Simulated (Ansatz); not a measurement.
Ansatz (a quantum-chemistry and plane-wave program) input (CCSD(T)/aug-cc-pV(D+d)Z):
A basis named .json is the Basis Set Exchange file of that set.

Ansatz 0.2 input:
```yaml
crystal:
  periodic: [false, false, false]
  atoms:
    - {symbol: Si, position_ang: [-0.14069887, -0.56090446, -0.05555199]}
    - {symbol: N, position_ang: [1.37252960, 0.56019948, -0.48180579]}
    - {symbol: N, position_ang: [-1.31019904, 0.40125249, 0.65502273]}
    - {symbol: H, position_ang: [0.51017148, -1.50255789, 0.85955994]}
    - {symbol: H, position_ang: [-0.47629952, -1.03108119, -1.40242960]}
    - {symbol: H, position_ang: [1.75715854, 1.00485851, 0.35429602]}
    - {symbol: H, position_ang: [1.11294280, 1.31275678, -1.12289822]}
    - {symbol: H, position_ang: [-1.42321252, 0.49354423, 1.65351261]}
    - {symbol: H, position_ang: [-2.08072600, 0.80779805, 0.14582652]}
    - {symbol: H, position_ang: [2.13343548, 0.03718010, -0.92265797]}
basis:
  gaussian:
    orbitals: aug-cc-pV_D+d_Z.json
total_charge: 1
magnetization: {spin_polarized: false}
correlation: {method: ccsd_t, electrons: outside_noble_gas}
output: {forces: true}
```

Output:

```
Functional definition: HF
integrals: 0.36 GiB planned
1389 factors; integrals over basis functions are off by at most 8.3e-4 eV
0.82 GiB of device memory are held for the factors and their scratch space
mean field: 0.56 GiB planned
mean field evaluation 1: about -10925.1589 eV, gradient 6.0e1 eV
mean field evaluation 2: about -10925.2056 eV, gradient 6.0e1 eV
mean field evaluation 4: about -10932.6199 eV, gradient 3.3e0 eV
mean field evaluation 8: about -10932.6645 eV, gradient 2.2e-1 eV
mean field evaluation 16: about -10932.5433 eV, gradient 3.3e0 eV
mean field -10932.66471743 eV, -401.7680179392 hartree, gradient 4.2e-6 eV, S^2 0.000000; 0 other end points of the search recorded, 0 dependent functions left out
7 core orbitals not correlated
reference -10932.66471743 eV, -401.7680179392 hartree; 10, 10 occupied and 124, 124 virtual orbitals, 1389 factors
densities: 5.62 GiB planned
second order -12.80261353 eV of doubles, -0.00000000 eV of singles
coupled cluster: 2.06 GiB planned
cycle   1  -13.52637883 eV  change   -7.2e-1 eV  update   7.4e-2
cycle   2  -13.87513553 eV  change   -3.5e-1 eV  update   2.2e-2
cycle   3  -13.93296320 eV  change   -5.8e-2 eV  update   9.4e-3
cycle   4  -13.93074654 eV  change    2.2e-3 eV  update   2.5e-3
cycle   5  -13.93083740 eV  change   -9.1e-5 eV  update   1.2e-3
cycle   6  -13.93104172 eV  change   -2.0e-4 eV  update   3.9e-4
cycle   7  -13.93091925 eV  change    1.2e-4 eV  update   1.6e-4
cycle   8  -13.93087839 eV  change    4.1e-5 eV  update   5.5e-5
cycle   9  -13.93087943 eV  change   -1.0e-6 eV  update   1.5e-5
cycle  10  -13.93087571 eV  change    3.7e-6 eV  update   4.4e-6
perturbative correction -0.38288130 eV, -0.0140706281 hartree
the calculation of the forces begins
0.82 GiB of device memory are held for the factors and their scratch space
Total energy: -10946.97847444 eV, -402.2940388071 hartree
Atom 0 at    -0.140699    -0.560904    -0.055552 Å, force     0.220129    -0.437665    -0.187224 eV/Å
Atom 1 at     1.372530     0.560199    -0.481806 Å, force    -0.097831    -0.114656     0.018767 eV/Å
Atom 2 at    -1.310199     0.401252     0.655023 Å, force    -0.200227     0.227691     0.134779 eV/Å
Atom 3 at     0.510171    -1.502558     0.859560 Å, force     0.067271    -0.078643     0.090780 eV/Å
Atom 4 at    -0.476300    -1.031081    -1.402430 Å, force    -0.029245    -0.032514    -0.130532 eV/Å
Atom 5 at     1.757159     1.004859     0.354296 Å, force     0.135524     0.143108     0.213235 eV/Å
Atom 6 at     1.112943     1.312757    -1.122898 Å, force    -0.035937     0.225056    -0.179928 eV/Å
Atom 7 at    -1.423213     0.493544     1.653513 Å, force    -0.024788     0.025538     0.359834 eV/Å
Atom 8 at    -2.080726     0.807798     0.145827 Å, force    -0.267794     0.141681    -0.197382 eV/Å
Atom 9 at     2.133435     0.037180    -0.922658 Å, force     0.232897    -0.099597    -0.122327 eV/Å
Dipole moment:     0.593354     0.374116    -0.180787 e Å
```

It need not be the lowest isomer of its formula.
